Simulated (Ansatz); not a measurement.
The same path of BClFH₄N (8 atoms, charge 0, multiplicity 1) was run twice with different band settings. Lost on the way: B1–F2, N5–H8. Made: F2–H8.

Computed with RKS PBE-D4/def2-SVP in Ansatz 0.2.0.

Relaxed end points:

```xyz
8
Properties=species:S:1:pos:R:3
B 0.007 -0.163 0.160
F 0.222 0.652 1.255
H 0.952 -0.276 -0.616
Cl -1.614 0.162 -0.701
N -0.235 -1.670 0.811
H -0.398 -2.362 0.065
H 0.572 -1.974 1.379
H -1.076 -1.649 1.410
```

```xyz
8
Properties=species:S:1:pos:R:3
B -0.021 -0.620 -0.364
F -0.437 0.314 2.269
H 1.034 -0.046 -0.504
Cl -1.465 -0.057 -1.208
N -0.106 -1.767 0.463
H -0.940 -2.360 0.482
H 0.738 -2.226 0.810
H -0.374 -0.518 1.815
```

Common settings: spring 5.0 eV/Å²; optimiser quadratic models (default); start path through a guess of the saddle point; force threshold 0.03 eV/Å; iteration limit 60; end points relaxed.

| run | movable images | climbing image |
| --- | --- | --- |
| 1 | 7 | yes |
| 2 | 8 | no |

(1) What does each run give, and how far can it be trusted?

Results:

(1) Run 1: converged after 14 iterations, highest image 1.371 eV above the first end. A vibrational analysis at the climbing image gives one clearly imaginary mode, 469i cm⁻¹: a first-order saddle point.
Run 2: converged after 13 iterations, highest image 1.325 eV above the first end. No image climbed, so the highest image needn't sit at the top of the path.
The orbitals stay closed-shell, which can raise the energy where a bond breaks towards radicals; this wasn't checked here.
